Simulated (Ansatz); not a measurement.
```yaml
crystal:
  periodic: [false, false, false]
  atoms:
    - {symbol: C, position_ang: [-1.049629, -0.346852, -1.082187]}
    - {symbol: C, position_ang: [0.094354, -0.528072, 0.006378]}
    - {symbol: B, position_ang: [0.815001, 0.795006, 0.474287]}
    - {symbol: S, position_ang: [1.438197, 1.039453, 2.133176]}
    - {symbol: Cl, position_ang: [1.241279, 2.072904, -0.632744]}
    - {symbol: H, position_ang: [-0.599697, 0.154829, -1.882771]}
    - {symbol: H, position_ang: [-1.451240, -1.259987, -1.352851]}
    - {symbol: H, position_ang: [-1.854488, 0.398954, -0.682453]}
    - {symbol: H, position_ang: [0.890702, -1.253514, -0.346307]}
    - {symbol: H, position_ang: [-0.357454, -0.978439, 0.904682]}
    - {symbol: H, position_ang: [0.995588, -0.099577, 2.637139]}
basis:
  gaussian: {orbitals: def2-TZVPPP}
total_charge: -1
magnetization: {spin_polarized: true, initial_magnetization: 1}
hamiltonian: {xc: {name: SPW92}}
output: {forces: true}
```

```sh
$ ansatz run in.yaml --threads 4 --pin off --events-out ev --progress --plain --max-ram 10444MiB
```

Question: How does Ansatz answer? (Estimate.)

Answer: Computed: The input was rejected before any iteration.
```
Error: <dir> can't be read: No such file or directory (os error 2)
```
